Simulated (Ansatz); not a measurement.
Gas-phase electronic energies from Ansatz, PBE0-D4/def2-TZVP geometries. CCSD(T)/CBS adds triple-zeta CCSD(T) − MP2 to the extrapolated MP2 energy (def2 sets, frozen cores). Functionals use def2-TZVPP. B3LYP here is the variant with VWN-RPA as its local correlation; programs differ in this. Elements past krypton have def2 core potentials. For In outer-core shells are correlated without core-valence functions, which leaves a few kJ/mol of doubt a bond. Each species was taken in one conformer, which may not be the lowest.

Reaction (formal exchange of groups at the In–C bond): `[CH3][In]([CH3])[F]` + `CNCNC` → `C[NH][In]([CH3])[F]` + ethylmethylamine

```csv
level,ΔE (kJ/mol)
PBE0-D4,-27.8
PBE0,-28.2
B3LYP,-31.7
HF/def2-TZVPP,-36.5
SCS-MP2/def2-TZVPP,-35.2
HF/def2-QZVPP,-37.5
MP2/def2-QZVPP,-36.7
MP2/CBS(def2),-38.7
```

(1) What does CCSD(T)/CBS give? (Best estimate.)

Largest T1 diagnostic among the species: 0.014.

Answers

(1) Computed: -37.3 kJ/mol. The listed levels differ from it by 9.5, 9.1, 5.6, 0.8, 2.1, -0.2, 0.6, -1.4 kJ/mol.

In def2-TZVPP, CCSD(T) changes the Hartree–Fock value by +4.5 kJ/mol (the triples alone add +0.5 kJ/mol) and MP2 by +3.2 kJ/mol.
